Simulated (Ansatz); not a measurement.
Compare A (`B1NB[SiH2]1`) with its isomer B (`NB1B[SiH2]1`).

Isolated molecules relaxed with PBE0-D4/def2-TZVP in Ansatz; ΔE leaves out vibrations. CBS: MP2 limit from def2 TZ/QZ plus the TZ coupled-cluster correction, frozen cores. Functionals use def2-TZVPP. B3LYP here is the variant with VWN-RPA as its local correlation; programs differ in this. Each species was taken in one conformer, which may not be the lowest.

Q: Which is lower in electronic energy at CCSD(T)/CBS, and by how much? (Best estimate.)

A: Ansatz gave: A, by 139.9 kJ/mol.

Q: Give E(B) − E(A) in kJ/mol with PBE0-D4, MP2/def2-TZVPP, B3LYP, BLYP-D4, HF/def2-TZVPP, B2PLYP, LDA (SPW92). (Best estimate.)

A: Ansatz gave: PBE0-D4 130.3, MP2/def2-TZVPP 136.9, B3LYP 125.9, BLYP-D4 109.0, HF/def2-TZVPP 176.7, B2PLYP 131.8, LDA (SPW92) 112.6. None reverses the order clearly.

Q: Does the order hold for the free energy at 298.15 K (harmonic terms from PBE0-D4)? (Estimate.)

A: Ansatz gave: Yes: G(B) − G(A) = +133.0 kJ/mol, for one conformer each.

Largest T1 diagnostic: 0.015.

In def2-TZVPP, CCSD(T) changes the Hartree–Fock value by −38.2 kJ/mol (the triples alone add −9.5 kJ/mol) and MP2 by −39.8 kJ/mol. From PBE to PBE0 (25 % exact exchange), in def2-TZVPP and without D4, E(B) − E(A) moves by +18.9 kJ/mol.
